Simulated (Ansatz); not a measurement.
Ideal-gas functions of B₂H₄OS (`OBBS`) at 500 K and 1 bar, from an Ansatz frequency run at PBE0-D4/def2-TZVP.

Molar mass 73.72 g/mol, point group C1 (symmetry number 1), electronic degeneracy 1, moments of inertia 25.194, 198.615, 210.372 u Å². Harmonic wavenumbers (cm⁻¹, unscaled): 79, 193, 252, 519, 578, 693, 795, 816, 866, 941, 1000, 1084, 1190, 1393, 2515, 2618, 2687, 3867.

Use S(trans) = R[1.5 ln M + 2.5 ln T − 1.1517]; rotational temperatures θ = 24.2544 K / I; S(rot) = R[ln(√π/σ · √(T³/θAθBθC)) + 1.5]; for each mode x = 1.438777 ν̃/T, S = R[x/(eˣ − 1) − ln(1 − e⁻ˣ)] and H = RT x/(eˣ − 1); 1 cm⁻¹ = 0.0119627 kJ/mol; R = 8.31446 J/(mol·K).

By hand: the entropy, in J/(mol·K).

Translation 173.2. Rotation: θ = 0.9627, 0.1221, 0.1153 K, giving 112.6. Vibration, mode by mode: 20.65, 13.31, 11.17, 5.71, 4.98, 3.83, 3.04, 2.90, 2.59, 2.18, 1.91, 1.57, 1.23, 0.77, 0.05, 0.04, 0.03, 0.00, in all 76.0. Electronic 0.0. Sum 361.8 J/(mol·K).

By hand: H − E and G − E in kJ/mol, counted from the electronic energy.

Zero-point energy ½ × 22086 × 0.0119627 = 132.1; thermal vibration 20.4; translation, rotation and pV give 4 RT = 16.6. H − E = 169.1 kJ/mol, and G − E = 169.1 − 500 × 361.8/1000 = -11.8 kJ/mol.

Vibration gives 21 % of the entropy, 20.6 J/(mol·K) of it from the mode under 150 cm⁻¹: soft modes count most, and the harmonic formula is weakest for them. The sum counts one conformer and one mirror image; others add a mixing term.
